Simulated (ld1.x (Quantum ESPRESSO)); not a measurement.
## Building the TM potential for titanium (Ti) (PBE, scalar-relativistic).

* Element: titanium (Ti)
* Generator: ld1.x (Quantum ESPRESSO) 7.5
* Type: norm-conserving Troullier–Martins (Kleinman–Bylander form)
* Functional: PBE
* Relativity: scalar-relativistic
* Frozen core: [Ar]
* Valence charge: 4
* Reference configuration: 3d3 4s1 4p0
* Partial waves: 4s (bound): rc 2.45 bohr; 4p (bound, empty): rc 3.15 bohr; 3d (bound): rc 2.30 bohr; 4f channel at 0.05 Ry: rc 2.70 bohr
* Local potential: the f channel
* Core correction: none

Poles of the logarithmic derivatives, all-electron (AE) and pseudo (PS). s: poles at 0.7 (AE) and 0.1, 0.9 (PS) Ry. p: poles at 1.4 (AE) and 1.1, 2.7 (PS) Ry. d: poles at -0.0, 2.6 (AE) and -0.0, 2.7 (PS) Ry. f: poles at 2.8 (AE) and 2.8 (PS) Ry. Test radius 3.41 bohr.

- Cutoffs needed: 40 Ry and 50 Ry (the cutoffs (Ry, on a coarse ladder) from which the occupation-weighted sum of valence levels, in a spherical-Bessel basis at the reference potential, stays within 10 and 1 mRy of its value at 400 Ry)
- Ghost test: no extra level below or beside the all-electron valence levels (s, p, d, f tested) (spherical-Bessel basis up to 400 Ry, 20 bohr box)
- Largest excitation error: +2237 meV (all-electron minus pseudo) for 3d1 4s2 4p0, out of 7 test configurations
